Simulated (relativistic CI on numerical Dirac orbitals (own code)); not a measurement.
# Sr⁴⁺: calculation against measurement

Calculated at this level of theory: Dirac-Coulomb-Breit CI, orbitals from a KLI potential per configuration, model QED, valence Slater integrals scaled by 0.85, P86 correlation energy added to each configuration (own radial code, finite nucleus).

Configuration list (outside the closed core [Ar] 3d10): 4s2 4p4, 4s 4p5, 4s2 4p3 4d, 4p6, 4s2 4p3 4f, 4s 4p4 4d, 4s2 4p3 5s, 4s2 4p3 5p, 4s 4p4 4f, 4s2 4p3 5d, 4s2 4p3 6s, 4s2 4p3 6p, 4s2 4p3 5f, 4p5 4d, 4s2 4p3 6d, 4s2 4p3 5g, 4s 4p4 5s, 4s2 4p3 7s, 4s 4p3 4d2, 4s2 4p3 7p, 4s2 4p2 4d 4f, 4s2 4p3 6f, 4s 4p4 5p, 4s 4p4 5d, 4s 4p4 6s, 4s2 4p2 4d 5p, 4s 4p4 6p, 4p5 4f, 4s 4p3 5p2, 4s2 4p2 4d2, 4s2 4p 4d3, 4s2 4p 4d2 4f, 4s 4p2 4d3, 4s2 4p 4d2 5s, 4s2 4p 4d2 5p, 4s2 4p2 4f2, 4s2 4p 4d 4f2, 4s2 4p 4f3, 4s 4p2 4d 4f2, 4s2 4p 4f2 5s, 4s2 4p 4f2 5p, 4s2 4p2 4d 5s, 4s2 4p 4d 4f 5s, 4s 4p2 4d2 5s, 4s2 4p 4d 5s2, 4s2 4p 4d 5s 5p. Double excitations out of closed p, d and f shells are left out; levels of such configurations are missing from the list, as are those of other unlisted configurations, and high levels can miss mixing partners. These lack a partner that the ground configuration has and come out too high: 4s 4p4 4f, 4s2 4p3 5d, 4s2 4p3 6s, 4s2 4p3 6p, 4s2 4p3 5f.

```csv
Configuration,Term (tabulated),J,Measured (cm⁻¹),Computed,Error,Purity (%)
4s2 4p4,3P,2,0.0,0,0,91
4s2 4p4,3P,1,8307.9,8182,-126,98
4s2 4p4,3P,0,8718.5,8443,-275,88
4s2 4p4,1D,2,20310.5,19803,-508,91
4s2 4p4,1S,0,44050.4,41833,-2218,87
4s 4p5,3P°,2,154032.3,157217,3184,81
4s 4p5,3P°,1,160017.5,163093,3076,79
4s 4p5,3P°,0,164015.7,166989,2973,80
4s2 4p3 4d,5D°,0,202128.7,205081,2952,95
4s2 4p3 4d,5D°,1,202265.2,205215,2950,96
4s2 4p3 4d,5D°,2,202321.4,205257,2935,94
4s2 4p3 4d,5D°,3,202398.5,205310,2911,92
4s2 4p3 4d,5D°,4,202913.0,205788,2875,94
4s2 4p3 4d,3D°,2,213783.8,216471,2687,70
4s2 4p3 4d,3D°,3,216104.2,218852,2748,85
4s2 4p3 4d,3D°,1,216969.2,219723,2754,96
4s2 4p3 4d,3F°,2,220549.7,223321,2771,76
4s2 4p3 4d,1S°,0,221778.4,224522,2743,93
4s2 4p3 4d,3F°,3,222368.3,225137,2769,84
4s2 4p3 4d,3F°,4,224844.4,227601,2756,86
4s2 4p3 4d,3G°,3,229949.5,233029,3079,84
4s2 4p3 4d,3G°,4,230974.2,233962,2988,73
4s2 4p3 4d,3G°,5,232585.9,235749,3163,98
4s2 4p3 4d,1G°,4,234782.6,237994,3212,82
4s2 4p3 4d,1D°,2,241479.5,242943,1463,77
4s2 4p3 4d,3D°,1,243576.5,244358,782,95
4s2 4p3 4d,3P°,0,246801.4,247129,327,91
4s2 4p3 4d,3P°,1,248011.9,248350,339,89
4s2 4p3 4d,3D°,2,248383.3,249084,701,86
4s2 4p3 4d,3F°,3,249673.2,250910,1237,84
4s2 4p3 4d,3F°,2,250656.5,251862,1205,83
4s2 4p3 4d,3F°,4,251233.8,252620,1387,76
4s2 4p3 4d,3D°,3,253340.4,253992,652,80
4s2 4p3 4d,3P°,2,255118.5,255394,276,82
4s2 4p3 4d,3S°,1,265178.8,267234,2055,77
4s2 4p3 4d,1F°,3,266239.4,266506,267,78
4s2 4p3 5s,5S°,2,266325.3,275684,9358,94
4s2 4p3 4d,3P°,2,267351.0,267997,646,74
4s2 4p3 4d,3D°,3,271500.2,271892,392,85
4s2 4p3 5s,3S°,1,274951.7,284365,9413,90
4s2 4p3 4d,3P°,0,275425.4,276137,712,78
4s2 4p3 4d,3D°,2,276821.5,277279,457,77
4s2 4p3 4d,3D°,1,280067.1,280337,270,84
4s2 4p3 4d,1D°,2,285450.0,286340,890,81
4s2 4p3 5s,3D°,1,288831.6,298858,10026,83
4s2 4p3 5s,3D°,2,289116.7,299067,9951,74
4s2 4p3 4d,1F°,3,291678.4,291698,20,87
4s2 4p3 5s,3D°,3,291835.6,301931,10095,98
4s2 4p3 5s,1D°,2,294818.2,305168,10350,80
4s2 4p3 5s,3P°,0,306607.4,314752,8145,97
4s2 4p3 5s,3P°,1,307806.5,315757,7950,82
4s2 4p3 5s,3P°,2,311699.8,320427,8728,76
4s2 4p3 5p,5P,1,313726.9,323579,9852,90
4s2 4p3 5p,5P,2,314143.2,323998,9855,84
4s2 4p3 5s,1P°,1,314735.9,323285,8549,74
4s2 4p3 5p,5P,3,316119.9,325839,9719,94
4s2 4p3 5p,3P,1,319834.7,329915,10081,82
4s2 4p3 5p,3P,2,321239.0,331369,10130,83
4s2 4p3 5p,3P,0,321640.8,331775,10134,97
4s2 4p3 5p,3F,3,336623.3,347196,10573,62
```

Measured levels from Sansonetti, J. Phys. Chem. Ref. Data 41, 013102 (2012); pairs were made by configuration, J and term (by order where the table uses no LS term), so strongly mixed levels may be paired wrongly.

Mean error by configuration (cm⁻¹): 4s2 4p4 -782; 4s 4p5 3078; 4s2 4p3 4d 1725; 4s2 4p3 5s 9256; 4s2 4p3 5p 10049. Over the excited levels the mean absolute error is 3994 cm⁻¹ (59 of the 69 excited levels that our extract of the source holds in range could be paired, and the others can miss by more), and the median relative error of those above 1,000 cm⁻¹ is 1.4 %.
